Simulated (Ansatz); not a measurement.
Diatomic MnH, multiplicity 7 (the spin of the measured ground state). No spin–orbit coupling. Mn is treated without relativity.

D_e counts from the fitted minimum to each atom's lowest state at the same level, without counterpoise.

Programs: Ansatz (a quantum-chemistry and plane-wave program) with Gaussian orbitals. Values without a source in brackets are computed.

**Question.** One of these levels gives 42.92 kcal/mol for the bond energy D_e. Which one is it?
(A) B97M-V/def2-TZVPP
(B) B3LYP/def2-TZVPP
(C) PBE0/def2-TZVPP

**Answer.** C, PBE0/def2-TZVPP. The others give 46.54 (B97M-V/def2-TZVPP), 38.75 (B3LYP/def2-TZVPP)
